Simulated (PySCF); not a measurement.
CH₅GeN, SMILES [CH3][Ge][NH2] (connectivity only; charge and spin as stated), neutral, multiplicity 1. Atoms are numbered in the order given.

```xyz
8

Ge    -0.1964    -0.1196     0.4311
C      0.6352     1.5292    -0.3291
H      0.2169     2.4357     0.1368
H      0.5263     1.6078    -1.4235
H      1.7149     1.5137    -0.0931
N     -0.0106    -1.1379    -1.0587
H      0.3897    -0.8296    -1.9408
H     -0.3014    -2.1099    -1.0900
```
Charge 0, spin multiplicity 1.

Coordinates come from a ωB97X-D3(BJ)/def2-SVP optimisation. One conformer was computed; it need not be the lowest.

All values below come from PySCF with ωB97X-D3(BJ)/def2-SVP.

Frequencies are harmonic and unscaled.

| mode | ν (cm⁻¹) | IR (km/mol) | moving atoms (share of kinetic energy) |
|---|---|---|---|
| 1 | 33 | 0.3 | H 94 % |
| 2 | 247 | 2.1 | H 36 %, N 29 %, C 23 %, Ge 13 % |
| 3 | 479 | 160.2 | H 85 %, N 14 % |
| 4 | 502 | 51.8 | H 91 % |
| 5 | 564 | 41.1 | C 61 %, H 24 %, Ge 15 % |
| 6 | 695 | 0.7 | H 85 %, C 12 % |
| 7 | 706 | 5.2 | H 84 %, C 11 % |
| 8 | 726 | 65.9 | N 68 %, Ge 17 %, H 15 % |
| 9 | 823 | 53.4 | H 73 %, N 12 %, C 12 % |
| 10 | 1246 | 17.6 | H 80 %, C 20 % |
| 11 | 1432 | 8.0 | H 95 % |
| 12 | 1446 | 8.1 | H 95 % |
| 13 | 1546 | 34.3 | H 89 %, N 11 % |
| 14 | 3046 | 8.9 | H 97 % |
| 15 | 3143 | 10.5 | H 91 %, C 9 % |
| 16 | 3167 | 10.7 | H 90 %, C 10 % |
| 17 | 3592 | 16.2 | H 96 % |
| 18 | 3705 | 29.4 | H 91 %, N 9 % |
